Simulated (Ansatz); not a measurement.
Harmonic frequencies (cm⁻¹) at PBE0-D4/def2-TZVP from Ansatz: 32, 90, 114, 174, 179, 210, 227, 250, 437, 631, 655, 694, 694, 1020, 1040, 1063, 1258, 1339, 1458, 1504, 1505, 1639, 3075, 3161, 3178, 3505, 3574.

Each molecule was computed in one conformer, which needn't be the lowest.

(1) Which molecule is it?
A. `[F][Al-]([F])([F])[NH2+][SiH3]`
B. `C[NH2+][Ga-]([F])([F])[F]`
C. `CC#[N+][B-](C)(Cl)Cl`
D. `[F][Al-]([F])([F])[OH+][SiH3]`

Results:

(1) B.
